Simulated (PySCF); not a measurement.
Species: C₄H₁₀Ge.
Z-matrix (Å and degrees, PBE0-D3(BJ)/def2-SVP geometry), rows numbered from 1:
```
C 
C   1  1.3401
C   2  1.5008  1  121.85
C   2  1.4995  1  121.98  3  -179.31
Ge  4  1.9717  2  113.03  1    99.21
H   1  1.0931  2  121.30  3     0.72
H   1  1.0937  2  121.44  3  -179.42
H   3  1.1027  2  111.35  1  -123.22
H   3  1.0985  2  111.81  1    -2.02
H   3  1.1036  2  110.59  1   118.67
H   4  1.1027  2  111.15  1  -140.29
H   4  1.1006  2  111.29  1   -20.58
H   5  1.5396  4  109.46  2   -63.10
H   5  1.5425  4  109.71  2   176.93
H   5  1.5415  4  110.88  2    57.04
```

Computed with PySCF at B3LYP/def2-SVPD, non-relativistic, on one gas-phase PBE0-D3(BJ)/def2-SVP geometry that isn't relaxed in the solvent. The solvent is an IEF-PCM continuum (van der Waals radii × 1.2), and excitations are vertical TDDFT with non-equilibrium linear response and a frozen core. Only the electrostatic response of the medium enters. Spin–orbit coupling is left out although an atom past zinc is present.

Gas-phase singlets (H = HOMO, L = LUMO):

| state | E (eV) | λ (nm) | f | leading configurations |
| --- | --- | --- | --- | --- |
| S1 | 5.919 | 209 | 0.006 | H→L+1 88%, H→L 9% |
| S2 | 6.357 | 195 | 0.319 | H→L 66%, H→L+2 28% |
| S3 | 6.488 | 191 | 0.105 | H→L+2 66%, H→L 20% |
| S4 | 6.959 | 178 | 0.010 | H→L+3 94% |
| S5 | 7.085 | 175 | 0.014 | H→L+4 44%, H→L+5 42% |

Q: How does the list change in dichloromethane (ε = 8.93)?

A: 
```json
{"state": "S1", "E (eV)": "5.981", "λ (nm)": "207", "f": "0.015", "leading configurations": "H→L+1 89%", "change by rank (eV)": "+0.062"}
{"state": "S2", "E (eV)": "6.220", "λ (nm)": "199", "f": "0.496", "leading configurations": "H→L 86%", "change by rank (eV)": "-0.137"}
{"state": "S3", "E (eV)": "6.463", "λ (nm)": "192", "f": "0.041", "leading configurations": "H→L+2 87%", "change by rank (eV)": "-0.025"}
{"state": "S4", "E (eV)": "7.021", "λ (nm)": "177", "f": "0.017", "leading configurations": "H→L+3 92%", "change by rank (eV)": "+0.062"}
{"state": "S5", "E (eV)": "7.132", "λ (nm)": "174", "f": "0.024", "leading configurations": "H→L+5 89%", "change by rank (eV)": "+0.047"}
```

Q: The ground-state energy changes by -0.059 eV from gas to dichloromethane. By how much does the total energy of gas-phase S1 change?

A: E(S1) = E(S0) + excitation energy, so it changes by -0.059 + 0.062 = +0.003 eV: it isn't lowered at all, while the ground state is. This is the vertical state, with the slow part of the continuum still set for S0.

Q: How do the frontier levels move from gas to dichloromethane?

A: 
```
orbital  gas (eV)  solvent (eV)  change (eV)
 LUMO+2      0.53          0.62        +0.09
 LUMO+1      0.09          0.22        +0.13
   LUMO     -0.11         -0.04        +0.07
   HOMO     -6.66         -6.60        +0.06
 HOMO-1     -8.97         -8.86        +0.11
 HOMO-2     -9.05         -8.97        +0.08
 HOMO-3     -9.14         -9.02        +0.12
```

The HOMO–LUMO gap goes from 6.55 to 6.56 eV.
